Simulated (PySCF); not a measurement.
## Ar¹⁵⁺: ionisation energy

Ar¹⁵⁺ [He] 2s1 (2S) → Ar¹⁶⁺ 1s2 (1S), as a difference of total energies. All numbers are calculated (PySCF 2.14, scalar relativity by spin-free X2C-1e, in an uncontracted even-tempered set (19 s from 2.4 bohr⁻², ratio 2.2; 9 p from 3.8 bohr⁻², ratio 2.4; 6 d from 11 bohr⁻², ratio 2.4; 5 f from 17 bohr⁻², ratio 2.4; 4 g from 26 bohr⁻², ratio 2.4)). Correlated levels: nothing frozen; virtual orbitals above 40 to 60 times the deepest correlated orbital energy dropped. The calculations carry no spin-orbit coupling.

```json
{"method": "UHF", "ionisation energy (eV)": "918.44", "difference from reference (eV)": "+0.06"}
{"method": "LDA", "ionisation energy (eV)": "916.99", "difference from reference (eV)": "-1.39"}
{"method": "PBE", "ionisation energy (eV)": "920.01", "difference from reference (eV)": "+1.63"}
{"method": "PBE0", "ionisation energy (eV)": "919.69", "difference from reference (eV)": "+1.31"}
{"method": "r2SCAN", "ionisation energy (eV)": "917.75", "difference from reference (eV)": "-0.63"}
{"method": "B97-3", "ionisation energy (eV)": "918.72", "difference from reference (eV)": "+0.34"}
{"method": "BLYP", "ionisation energy (eV)": "920.51", "difference from reference (eV)": "+2.13"}
{"method": "MP2 (all electrons)", "ionisation energy (eV)": "918.59", "difference from reference (eV)": "+0.21"}
{"method": "SCS-MP2 (all electrons)", "ionisation energy (eV)": "918.58", "difference from reference (eV)": "+0.20"}
```

Reference: 918.38 eV (theoretical estimate listed by NIST; NIST Atomic Spectra Database, ionization energies).
